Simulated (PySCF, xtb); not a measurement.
3-fluoropenta-1,2,4-triene (C5H5F), SMILES C=CC(F)=C=C.

xtb with GFN2-xTB at its own geometry gives an orbital gap of 3.67 eV and a dipole moment of 2.37 D.

Coordinates come from a PBE0-D3(BJ)/def2-SVP optimisation. The values are those of a single conformer.

Question: What does PBE/def2-TZVP (PySCF) give? (The exact figures need the calculation; the answer reports its results.)

Answer: gap 3.86 eV (levels -5.71 and -1.85 eV), dipole 1.51 D.
